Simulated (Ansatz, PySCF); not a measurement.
thionyl fluoride (F2OS), SMILES O=S(F)F. Atoms are numbered in the order given.

```xyz
4

O      1.3506    -0.3783     0.0000
S      0.1628     0.3981     0.0000
F     -0.7586    -0.1896     1.1520
F     -0.7586    -0.1896    -1.1520
```

The structure is a stationary point at PBE0-D3(BJ)/def2-TZVP.

Two levels are set side by side: PBE-D3(BJ)/def2-TZVP (Ansatz, a first-principles code) and PBE0-D3(BJ)/def2-TZVP (Ansatz). Each level has its own optimised geometry; the coordinates shown are those of the second. Frequencies come from the Hessian of PySCF at each geometry. Differences are taken from unrounded values.

```json
[
 {"quantity": "mean bond length (Å)", "PBE0-D3(BJ)": "1.532"},
 {"quantity": "bond O1–S2 (Å)", "PBE0-D3(BJ)": "1.419"},
 {"quantity": "bond S2–F3 (Å)", "PBE0-D3(BJ)": "1.588"},
 {"quantity": "bond S2–F4 (Å)", "PBE0-D3(BJ)": "1.588"},
 {"quantity": "highest harmonic wavenumber (cm⁻¹)", "PBE0-D3(BJ)": "1372"},
 {"quantity": "mean harmonic wavenumber (cm⁻¹)", "PBE0-D3(BJ)": "710"},
 {"quantity": "zero-point energy (kcal/mol)", "PBE0-D3(BJ)": "6.09"}
]
```

Q: What does PBE-D3(BJ) give, and how far is it from PBE0-D3(BJ)? (Estimate from the structure and the level; the computed values follow.)

A: 
| quantity | PBE-D3(BJ) | PBE-D3(BJ) minus PBE0-D3(BJ) |
|---|---|---|
| mean bond length (Å) | 1.566 | 0.035 |
| bond O1–S2 (Å) | 1.440 | 0.021 |
| bond S2–F3 (Å) | 1.629 | 0.042 |
| bond S2–F4 (Å) | 1.629 | 0.042 |
| highest harmonic wavenumber (cm⁻¹) | 1288 | -85 |
| mean harmonic wavenumber (cm⁻¹) | 649 | -61 |
| zero-point energy (kcal/mol) | 5.57 | -0.52 |

GGA bonds tend to be longer and softer than those of functionals with exact exchange. Differences between two approximate levels are no errors against the true value.
